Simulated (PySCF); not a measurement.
## Structure from 2D NMR

Compound of formula C$_{6}$H$_{5}$ClO. Correlations simulated from computed shifts and the bond graph:

HSQC (one-bond C–H):
```tsv
δH	δC
7.60	134.7
7.49	134.3
7.31	120.7
7.09	125.2
```

COSY cross peaks (H two or three bonds apart, from the bond graph; peaks can be absent where the dihedral angle is near 90°):
```tsv
δH	δH
7.60	7.09
7.49	7.31
7.49	7.09
```

HMBC (two and three bonds, from the bond graph):
```tsv
δH	δC
7.60	159.1, 134.3, 128.9, 125.2
7.49	159.1, 134.7, 125.2, 120.7
7.31	159.1, 134.3, 128.9, 125.2
7.09	134.7, 134.3, 128.9, 120.7
```

Carbons without hydrogens: δ 159.1, 128.9.

Calculated, not measured (PySCF 2.14): PBE0/pcSseg-1 with gauge-including orbitals, GFN2-xTB geometry. One computed conformer, no solvent model, no relativistic terms.

δ = σ(ref) − σ, references computed at the same level: TMS for $^{1}$H (σref 31.72), $^{13}$C (σref 186.93).

Exchangeable hydrogens are left out of these lists.

Question: Assemble the structure.

Answer: `Oc1ccccc1Cl`.

Atom-mapped SMILES (the numbers label the heavy atoms): `[OH:1][c:2]1[cH:3][cH:4][cH:5][cH:6][c:7]1[Cl:8]` (H(Xn): hydrogen on atom n).

δC 159.1 is C2, an aromatic carbon bearing oxygen. δC 134.7 is C6, an aromatic CH (δH 7.60). δC 134.3 is C4, an aromatic CH (δH 7.49). δC 128.9 is C7, an aromatic carbon bearing chlorine. δC 125.2 is C5, an aromatic CH (δH 7.09). δC 120.7 is C3, an aromatic CH (δH 7.31). HMBC from δH 7.60 reaches the proton-free carbons C2, C7. HMBC from δH 7.49 reaches the proton-free carbon C2. HMBC from δH 7.31 reaches the proton-free carbons C2, C7. HMBC from δH 7.09 reaches the proton-free carbon C7. COSY links 7.60–7.09, 7.49–7.31, 7.49–7.09.

This is the structure that produced the data.

The OH or NH signal is concentration- and solvent-dependent in practice; the value given is the gas-phase one. Carbons that carry Cl, above all several Cl atoms, come out too deshielded, partly because spin–orbit coupling is missing. Shifts are as computed. Against solution values, carbons near 30 ppm lie about +3 ppm off and those near 130 ppm about +5 ppm; carbons on Cl a further +6 ppm. Of 1211 compounds with measured shifts, 218 miss one by over three times the rms of a fit or turn the order of signals round; such compounds aren't used in these exercises.
